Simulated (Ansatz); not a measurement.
Input for Ansatz (an electronic-structure program): U-PBE0/def2-TZVPP on LiAl-, 2S+1 = 4, a spin state set in the input, which need not be the lowest, a point of a bond scan (R = 2.557 Å). Charge -1.

Ansatz 0.2 input:
```yaml
crystal:
  periodic: [false, false, false]
  atoms:
    - {symbol: Li, position_ang: [0.00000000, 0.00000000, 0.00000000]}
    - {symbol: Al, position_ang: [0.00000000, 0.00000000, 2.55731600]}
basis:
  gaussian:
    orbitals: def2-TZVPP
    pivot_positions_ang: [[0.00000000, 0.00000000, 0.00000000], [0.00000000, 0.00000000, 2.55731600]]
hamiltonian:
  xc: {name: PBE0}
total_charge: -1
magnetization: {spin_polarized: true, initial_magnetization: 3}
output: {forces: true, orbitals: {seedname: ./end}}
```

The head of its log:

```
WARN ansatz: RAYON_NUM_THREADS=1 ignored (pool sized by the plan → 1); use --threads N
Functional definition: PBE0
integrals: 0.01 GiB planned
445 factors; their error is unknown
mean field: 0.15 GiB planned
mean field evaluation 1: about -6796.0479 eV, gradient 5.7e0 eV
mean field evaluation 2: about -6795.7517 eV, gradient 7.5e0 eV
```

Question: Give the final energy of this run.

Answer: -249.7657 hartree.
